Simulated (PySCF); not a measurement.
## OsH₂: bending curve

Method: PySCF, UPBE0, basis Os def2-TZVP with ECP60, H def2-TZVP (scalar-relativistic core potentials, no spin–orbit coupling, density fitting).

Rigid scan from the triplet minimum (Os–H 1.581 Å (×2); H–Os–H 86.3°). Coordinate: the H–Os–H angle, bonds fixed. Energies in kJ/mol from the minimum.

```json
{"bond angle (°)": "80", "E (kJ/mol)": "0.8", "dipole size (D)": "2.30", "⟨S²⟩": "2.01"}
{"bond angle (°)": "90", "E (kJ/mol)": "0.3", "dipole size (D)": "2.14", "⟨S²⟩": "2.01"}
{"bond angle (°)": "100", "E (kJ/mol)": "3.9", "dipole size (D)": "1.93", "⟨S²⟩": "2.01"}
{"bond angle (°)": "110", "E (kJ/mol)": "12.9", "dipole size (D)": "1.71", "⟨S²⟩": "2.01"}
{"bond angle (°)": "120", "E (kJ/mol)": "29.7", "dipole size (D)": "1.51", "⟨S²⟩": "2.02"}
{"bond angle (°)": "130", "E (kJ/mol)": "57.2", "dipole size (D)": "1.36", "⟨S²⟩": "2.02"}
{"bond angle (°)": "140", "E (kJ/mol)": "97.5", "dipole size (D)": "1.24", "⟨S²⟩": "2.03"}
{"bond angle (°)": "150", "E (kJ/mol)": "151.2", "dipole size (D)": "1.13", "⟨S²⟩": "2.07"}
{"bond angle (°)": "160", "E (kJ/mol)": "214.1", "dipole size (D)": "0.95", "⟨S²⟩": "2.24"}
{"bond angle (°)": "170", "E (kJ/mol)": "273.4", "dipole size (D)": "0.59", "⟨S²⟩": "2.62"}
{"bond angle (°)": "180", "E (kJ/mol)": "308.1", "dipole size (D)": "0.00", "⟨S²⟩": "3.03"}
```

With the bonds held, the linear shape lies 308.1 kJ/mol from the minimum.

Spin contamination is strong at 160, 170, 180, so these points are less reliable.

Open d and f shells are described by one determinant, and the ground state may have another occupation or spin. No spin–orbit coupling is included, which matters more the heavier the element.
